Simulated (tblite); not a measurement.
C₅H₁₄GeN₂.
Atom-mapped SMILES: `[NH2:1][C@H:2]1[CH2:3][CH2:4][Ge@@H:5]([NH2:6])[CH2:7][CH2:8]1` (hydrogens: H9, H10 on N1; H11 on C2; H12, H13 on C3; H14, H15 on C4; H16 on Ge5; H17, H18 on N6; H19, H20 on C7; H21, H22 on C8)

Computed with GFN2-xTB (tblite), gas phase: L-BFGS steps from a force-field or distance-geometry start until the largest atomic force falls under 0.01 eV/Å.

At the end of the run (lengths in Å): C4–Ge5 1.998, Ge5–N6 1.826, N6–H17 1.011, Ge5–H16 1.514, N6–H18 1.010, N1–H9 1.015, Ge5–C7 1.979, C4–Ge5–N6 115.8°, N1–C2–C3 112.8°, N6–Ge5–C7 107.9°, C3–C4–Ge5 109.8°, N1–C2–C3–C4 -165°, C2–C3–C4–Ge5 -56°, C3–C4–Ge5–N6 -78°, H17–N6–Ge5–C4 67°, H16–Ge5–N6–H17 -170°.

Task: These geometries were met on the way; a selection of coordinates is given. Order them by energy above the end point, lowest first.
A. C4–Ge5 1.961, Ge5–N6 1.865, N6–H17 1.024, Ge5–H16 1.535, N6–H18 1.020, N1–H9 1.024, Ge5–C7 1.958, C4–Ge5–N6 109.2°, N1–C2–C3 110.1°, N6–Ge5–C7 109.9°, C3–C4–Ge5 110.2°, N1–C2–C3–C4 -167°, C2–C3–C4–Ge5 -58°, C3–C4–Ge5–N6 -73°, H17–N6–Ge5–C4 55°, H16–Ge5–N6–H17 179°
B. C4–Ge5 1.981, Ge5–N6 1.827, N6–H17 1.013, Ge5–H16 1.506, N6–H18 1.010, N1–H9 1.013, Ge5–C7 1.963, C4–Ge5–N6 108.4°, N1–C2–C3 111.3°, N6–Ge5–C7 110.1°, C3–C4–Ge5 109.9°, N1–C2–C3–C4 -167°, C2–C3–C4–Ge5 -57°, C3–C4–Ge5–N6 -74°, H17–N6–Ge5–C4 57°, H16–Ge5–N6–H17 180°
C. C4–Ge5 1.968, Ge5–N6 1.833, N6–H17 1.015, Ge5–H16 1.511, N6–H18 1.014, N1–H9 1.018, Ge5–C7 1.966, C4–Ge5–N6 108.7°, N1–C2–C3 111.6°, N6–Ge5–C7 109.7°, C3–C4–Ge5 108.9°, N1–C2–C3–C4 -167°, C2–C3–C4–Ge5 -57°, C3–C4–Ge5–N6 -74°, H17–N6–Ge5–C4 60°, H16–Ge5–N6–H17 -178°
D. C4–Ge5 1.934, Ge5–N6 1.872, N6–H17 1.049, Ge5–H16 1.550, N6–H18 1.043, N1–H9 1.047, Ge5–C7 1.949, C4–Ge5–N6 109.9°, N1–C2–C3 110.3°, N6–Ge5–C7 109.4°, C3–C4–Ge5 111.0°, N1–C2–C3–C4 -168°, C2–C3–C4–Ge5 -56°, C3–C4–Ge5–N6 -74°, H17–N6–Ge5–C4 54°, H16–Ge5–N6–H17 178°
E. C4–Ge5 2.007, Ge5–N6 1.827, N6–H17 1.011, Ge5–H16 1.517, N6–H18 1.011, N1–H9 1.015, Ge5–C7 1.992, C4–Ge5–N6 109.9°, N1–C2–C3 111.5°, N6–Ge5–C7 109.9°, C3–C4–Ge5 107.9°, N1–C2–C3–C4 -166°, C2–C3–C4–Ge5 -58°, C3–C4–Ge5–N6 -74°, H17–N6–Ge5–C4 62°, H16–Ge5–N6–H17 -175°

Result: E (0.035 eV), C (0.060 eV), B (0.098 eV), A (0.179 eV), D (0.313 eV).

```json
{"step": "12", "E above end (eV)": "0.035", "rms distance from the end, all atoms (Å)": "0.134", "largest force (eV/Å)": "0.256", "rms shift of all bonds from the end (Å)": "0.004"}
{"step": "7", "E above end (eV)": "0.060", "rms distance from the end, all atoms (Å)": "0.147", "largest force (eV/Å)": "0.402", "rms shift of all bonds from the end (Å)": "0.008"}
{"step": "4", "E above end (eV)": "0.098", "rms distance from the end, all atoms (Å)": "0.158", "largest force (eV/Å)": "0.354", "rms shift of all bonds from the end (Å)": "0.006"}
{"step": "1", "E above end (eV)": "0.179", "rms distance from the end, all atoms (Å)": "0.166", "largest force (eV/Å)": "0.515", "rms shift of all bonds from the end (Å)": "0.015"}
{"step": "0", "E above end (eV)": "0.313", "rms distance from the end, all atoms (Å)": "0.168", "largest force (eV/Å)": "1.223", "rms shift of all bonds from the end (Å)": "0.027"}
```

Rows stand in the order of the answer.
